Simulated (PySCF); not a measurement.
Job file and geometry (Å, from GFN2-xTB) of an NMR shielding run on `[Si@@H]1(C=C)CC[C@H](CC)[SiH2]1`, C7H16Si2, GIAO PBE0/pcSseg-1 NMR shielding, non-relativistic, gas phase (PySCF); density fitting, a coarse starting grid and PySCF grid level 2 are the driver's defaults:

```
$ OMP_NUM_THREADS=1 python probes_run.py task.json out

{"job": {"kind": "nmr", "xc": "PBE0", "basis": "pcSseg-1"}, "charge": 0, "multiplicity": 1}
C      4.213152     1.363884     0.271006
C      3.014210     1.063274    -0.202734
Si     1.851957    -0.212812     0.553725
C      1.069295    -1.293162    -0.827376
C     -0.270261    -0.682497    -1.241014
C     -1.186877    -0.418598    -0.039979
C     -2.500611     0.213185    -0.495322
C     -3.493680     0.380641     0.646228
Si    -0.198055     0.618726     1.242159
H      4.616131     0.861090     1.135332
H      4.848704     2.115080    -0.173536
H      2.659204     1.604301    -1.073035
H      2.643367    -1.056403     1.465108
H      1.709208    -1.397087    -1.703890
H      0.896703    -2.301583    -0.446744
H     -0.776198    -1.347687    -1.949311
H     -0.091130     0.261987    -1.764896
H     -1.424539    -1.389668     0.412226
H     -2.954196    -0.411767    -1.271750
H     -2.295813     1.189067    -0.943271
H     -4.429536     0.799828     0.282547
H     -3.705712    -0.580745     1.109709
H     -3.090286     1.044868     1.407214
H     -0.663875     0.329841     2.604542
H     -0.452097     2.049078     1.012195
```

Task: Write the output of this run.

Result: 
```
coarse grid: 20776 points
cycle   1  E = -854.5768599611  dE =  7.352e-01  |g| = 5.176e-01  |ddm| = 4.407e+00
cycle   2  E = -854.5503514454  dE =  2.651e-02  |g| = 6.072e-01  |ddm| = 1.065e+00
cycle   3  E = -854.6500623277  dE = -9.971e-02  |g| = 5.873e-02  |ddm| = 6.587e-01
cycle   4  E = -854.6506968781  dE = -6.346e-04  |g| = 3.519e-02  |ddm| = 1.012e-01
cycle   5  E = -854.6510098165  dE = -3.129e-04  |g| = 8.022e-03  |ddm| = 3.591e-02
cycle   6  E = -854.6510249539  dE = -1.514e-05  |g| = 3.229e-03  |ddm| = 9.772e-03
cycle   7  E = -854.6510275962  dE = -2.642e-06  |g| = 3.875e-04  |ddm| = 3.091e-03
final grid: 188264 points
cycle   8  E = -854.7055831410  dE = -5.257e-05  |g| = 9.765e-03  |ddm| = 3.534e-02
cycle   9  E = -854.7055719569  dE =  1.118e-05  |g| = 1.166e-02  |ddm| = 2.035e-02
cycle  10  E = -854.7056082947  dE = -3.634e-05  |g| = 1.006e-03  |ddm| = 1.200e-02
cycle  11  E = -854.7056085383  dE = -2.436e-07  |g| = 3.370e-04  |ddm| = 1.403e-03
cycle  12  E = -854.7056085652  dE = -2.693e-08  |g| = 9.845e-05  |ddm| = 3.249e-04
cycle  13  E = -854.7056085675  dE = -2.213e-09  |g| = 3.955e-05  |ddm| = 1.230e-04
cycle  14  E = -854.7056085679  dE = -3.997e-10  |g| = 5.982e-06  |ddm| = 3.994e-05
converged SCF energy = -854.7056085679

GIAO shielding tensors (ppm)
atom      isotropic    diamagn.    paramagn.     s11        s22        s33       span
  0 C       45.560     250.107    -204.547    -79.704     54.542    161.843    241.547
  1 C       44.085     262.530    -218.445    -77.123     34.320    175.059    252.182
  2 Si     380.831     882.462    -501.631    354.511    382.510    405.471     50.960
  3 C      168.301     253.387     -85.086    154.878    166.577    183.448     28.570
  4 C      148.974     250.510    -101.535    124.042    155.986    166.895     42.854
  5 C      149.027     255.374    -106.348    126.356    144.407    176.317     49.961
  6 C      153.718     245.782     -92.064    143.256    147.029    170.870     27.614
  7 C      168.132     246.102     -77.970    156.665    161.819    185.911     29.246
  8 Si     415.687     883.439    -467.752    371.374    404.208    471.481    100.107
  9 H       25.521      29.690      -4.169     21.496     24.646     30.422      8.926
 10 H       25.369      26.897      -1.528     21.772     24.562     29.775      8.003
 11 H       25.314      33.368      -8.054     21.880     24.424     29.637      7.757
 12 H       27.175      31.730      -4.555     23.707     25.449     32.368      8.662
 13 H       30.360      31.627      -1.267     25.436     27.968     37.675     12.238
 14 H       30.838      32.834      -1.997     25.880     28.855     37.778     11.898
 15 H       29.435      33.265      -3.831     23.594     28.919     35.791     12.196
 16 H       30.447      34.686      -4.240     26.093     30.228     35.020      8.927
 17 H       30.873      35.781      -4.908     27.172     30.322     35.124      7.952
 18 H       29.803      31.249      -1.445     24.166     29.478     35.766     11.599
 19 H       30.375      32.077      -1.702     26.313     29.835     34.976      8.663
 20 H       30.359      26.473       3.886     25.514     27.176     38.386     12.872
 21 H       30.709      29.214       1.495     26.696     28.789     36.642      9.946
 22 H       30.544      29.737       0.807     25.427     31.153     35.052      9.625
 23 H       27.791      31.289      -3.497     23.868     26.139     33.366      9.499
 24 H       28.302      31.523      -3.221     24.714     26.824     33.367      8.653
```

Task: Turn these shieldings into chemical shifts. Shifts are taken against calculated references (same method and geometry level): $^{13}$C (186.93 ppm) and $^{29}$Si (349.16 ppm) and $^{1}$H (31.72 ppm) vs TMS.

Result: Averaging equivalent atoms: C 1: 142.8; C 0: 141.4; C 4: 38.0; C 5: 37.9; C 6: 33.2; C 7: 18.8; C 3: 18.6; Si 2: -31.7; Si 8: -66.5; H 11: 6.40; H 10: 6.35; H 9: 6.20; H 12: 4.54; H 23: 3.93; H 24: 3.42; H 15: 2.28; H 18: 1.91; H 13: 1.36; H 19: 1.34; H 16: 1.27; H 20/21/22: 1.18; H 14: 0.88; H 17: 0.84 ppm. 

Size and cost of the density-fitted run: 247 basis functions, 110 s wall time on 1 thread of an Arm Neoverse N1, shared host; peak memory 1.2 GiB.
